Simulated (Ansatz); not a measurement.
The cluster Ga3N3, relaxed as a singlet with RKS B3LYP-D4/def2-SVP in Ansatz, starting from the GFN1-xTB geometry. Force threshold 0.02 eV/Å.

The structure comes from a short search, and lower isomers may exist.

Start:

| atom | x (Å) | y (Å) | z (Å) |
| --- | --- | --- | --- |
| Ga1 | -0.836 | -1.866 | -0.375 |
| Ga2 | -0.134 | 0.691 | -0.718 |
| Ga3 | 1.085 | 0.621 | 1.664 |
| N4 | -1.108 | -0.596 | -1.775 |
| N5 | 0.871 | 1.965 | 0.325 |
| N6 | 0.123 | -0.814 | 0.879 |

```json
{"step": "1", "energy (eV)": "-161579.8088", "largest force component (eV/Å)": "1.362", "SCF passes": "25"}
{"step": "2", "energy (eV)": "-161579.9708", "largest force component (eV/Å)": "0.698", "SCF passes": "28"}
{"step": "3", "energy (eV)": "-161580.0686", "largest force component (eV/Å)": "0.407", "SCF passes": "35"}
{"step": "4", "energy (eV)": "-161580.0851", "largest force component (eV/Å)": "0.299", "SCF passes": "30"}
{"step": "5", "energy (eV)": "-161580.0968", "largest force component (eV/Å)": "0.244", "SCF passes": "28"}
{"step": "6", "energy (eV)": "-161580.1349", "largest force component (eV/Å)": "0.373", "SCF passes": "32"}
{"step": "7", "energy (eV)": "-161580.3586", "largest force component (eV/Å)": "0.934", "SCF passes": "39"}
{"step": "8", "energy (eV)": "-161580.6380", "largest force component (eV/Å)": "0.792", "SCF passes": "34"}
{"step": "9", "energy (eV)": "-161580.6401", "largest force component (eV/Å)": "0.963", "SCF passes": "31"}
{"step": "10", "energy (eV)": "-161580.7798", "largest force component (eV/Å)": "0.221", "SCF passes": "30"}
{"step": "11", "energy (eV)": "-161580.7830", "largest force component (eV/Å)": "0.045", "SCF passes": "25"}
{"step": "12", "energy (eV)": "-161580.7832", "largest force component (eV/Å)": "0.007", "SCF passes": "18"}
```

Force components are those of the run's own axes.

End:

```
atom   x (Å)   y (Å)   z (Å)
 Ga1  -0.572  -1.379  -0.169
 Ga2  -0.190   1.030  -1.077
 Ga3   0.763   0.349   1.247
  N4  -1.031  -0.472  -1.686
  N5   0.774   1.865   0.229
  N6   0.258  -1.393   1.457
```

Bonds lost: Ga2–N6 (atoms count from 1). Metal–metal contacts that move far: Ga1–Ga3 3.75 to 2.60 Å.

No frequencies were taken in this run, so the end may be a saddle point.

Hardware: 4 threads of Arm Neoverse N1 on a shared host. Wall time 65 s.
